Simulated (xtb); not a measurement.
Br$_{2}$, quintet, geometry from GFN2-xTB of the parent state (a higher spin typed on purpose: for a closed-shell molecule this is an excited state); GFN2-xTB in xtb.

Here is a job for xtb.
```
$ xtb mol.xyz --gfn 2 --chrg 0 --uhf 4 --json

# file mol.xyz
2

Br    -0.00000000    -0.00000000    -1.14062493
Br     0.00000000     0.00000000     1.14062493
```

What the program printed (banner, timings and long lists left out):

```
   ID    Z sym.   atoms
    1   35 Br     1, 2

           -------------------------------------------------
          |                Calculation Setup                |
           -------------------------------------------------

           -------------------------------------------------
          |                 G F N 2 - x T B                 |
           -------------------------------------------------

          ...................................................
          :                      SETUP                      :
          :.................................................:
          :  # basis functions                  20          :
          :  # atomic orbitals                  18          :
          :  # shells                            6          :
          :  # electrons                        14          :
          :  max. iterations                   250          :
          :  Hamiltonian                  GFN2-xTB          :
          :  restarted?                      false          :
          :  GBSA solvation                  false          :
          :  PC potential                    false          :
          :  electronic temp.          300.0000000     K    :
          :  accuracy                    1.0000000          :
          :  -> integral cutoff          0.2500000E+02      :
          :  -> integral neglect         0.1000000E-07      :
          :  -> SCF convergence          0.1000000E-05 Eh   :
          :  -> wf. convergence          0.1000000E-03 e    :
          :  Broyden damping             0.4000000          :
          :  net charge                          0          :
          :  unpaired electrons                  4          :
          ...................................................

 iter      E             dE          RMSdq      gap      omega  full diag
   1     -7.6341126 -0.763411E+01  0.141E+01    0.00       0.0  T
   2     -7.6356523 -0.153968E-02  0.778E+00    0.00       1.0  T
   3     -7.6366172 -0.964951E-03  0.191E+00    0.00       1.0  T
   4     -7.6367365 -0.119333E-03  0.205E+00    0.00       1.0  T
   5     -7.6367970 -0.604319E-04  0.464E-01    0.00       1.0  T
   6     -7.6368090 -0.119921E-04  0.303E-01    0.00       1.0  T
   7     -7.6368113 -0.231323E-05  0.349E-02    0.00       2.0  T
   8     -7.6368109  0.385879E-06  0.110E-01    0.00       1.0  T
   9     -7.6368110 -0.778029E-07  0.103E-01    0.00       1.0  T
[...]
         :: total energy              -7.634521343886 Eh    ::
[...]
        11        0.0315           -0.0279482              -0.7605
        12        0.0315           -0.0279482              -0.7605
        13        0.0120           -0.0270132              -0.7351
        14        0.0120           -0.0270132              -0.7351
        15                          0.0158475               0.4312
        16                          0.0158475               0.4312
        17                          0.0228980               0.6231
        18                          0.6487435              17.6532
      -------------------------------------------------------------
                  HL-Gap            0.0000000 Eh            0.0000 eV
             Fermi-level           -0.2661992 Eh           -7.2436 eV

     #   Z          covCN         q      C6AA      α(0)
     1  35 Br       0.977     0.000   184.963    21.928
     2  35 Br       0.977    -0.000   184.963    21.928

 Mol. C6AA /au·bohr⁶  :        739.853575
 Mol. C8AA /au·bohr⁸  :      46780.194375
 Mol. α(0) /au        :         43.856466

Wiberg/Mayer (AO) data.
largest (>0.10) Wiberg bond orders for each atom

 ---------------------------------------------------------------------------
     #   Z sym  total        # sym  WBO       # sym  WBO       # sym  WBO
 ---------------------------------------------------------------------------
     1  35 Br   2.057 --     2 Br   2.057
     2  35 Br   2.057 --     1 Br   2.057
 ---------------------------------------------------------------------------

Topologies differ in total number of bonds
Writing topology from bond orders to xtbtopo.mol

molecular dipole:
                 x           y           z       tot (Debye)
 q only:        0.000       0.000      -0.000
   full:       -0.000       0.000       0.000       0.000
molecular quadrupole (traceless):
                xx          xy          yy          xz          yz          zz
 q only:        0.000       0.000       0.000       0.000       0.000      -0.000
  q+dip:        2.719       0.000       2.719       0.000       0.000      -5.438
   full:        2.110       0.000       2.110      -0.000       0.000      -4.220

           -------------------------------------------------
          | TOTAL ENERGY               -7.634521343886 Eh   |
          | GRADIENT NORM               0.104624479500 Eh/α |
          | HOMO-LUMO GAP               0.000000000000 eV   |
           -------------------------------------------------

normal termination of xtb
```
